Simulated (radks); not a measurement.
Pd XLII, 5 electrons, occupied as [He] 2s2 2p1. Method: Dirac Kohn-Sham, BLYP, spin-unpolarised, spherical densities, finite nucleus; open shells fill j = l - 1/2 first; Fermi nuclear charge, rms radius 4.5318 fm; computed with a radial shooting solver on a logarithmic mesh with Libxc functionals.

Unscreened Slater integrals over Kohn-Sham orbitals (eV). Large and small components are both included. Empty in this configuration: 2p3/2.

\begin{tabular}{lr}
integral & value \\ \hline
F0(2p1/2,2p1/2) & 226.72 \\
F0(2p1/2,2s1/2) & 203.06 \\
G1(2p1/2,2s1/2) & 109.80 \\
F0(2p1/2,1s1/2) & 307.83 \\
G1(2p1/2,1s1/2) & 58.534 \\
F0(2p1/2,2p3/2) & 222.08 \\
G2(2p1/2,2p3/2) & 103.77 \\
F0(2s1/2,2s1/2) & 188.69 \\
F0(2s1/2,1s1/2) & 266.56 \\
G0(2s1/2,1s1/2) & 28.748 \\
F0(2s1/2,2p3/2) & 199.88 \\
G1(2s1/2,2p3/2) & 111.39 \\
F0(1s1/2,1s1/2) & 808.38 \\
F0(1s1/2,2p3/2) & 293.61 \\
G1(1s1/2,2p3/2) & 55.997 \\
F0(2p3/2,2p3/2) & 217.79 \\
F2(2p3/2,2p3/2) & 104.64 \\
\end{tabular}
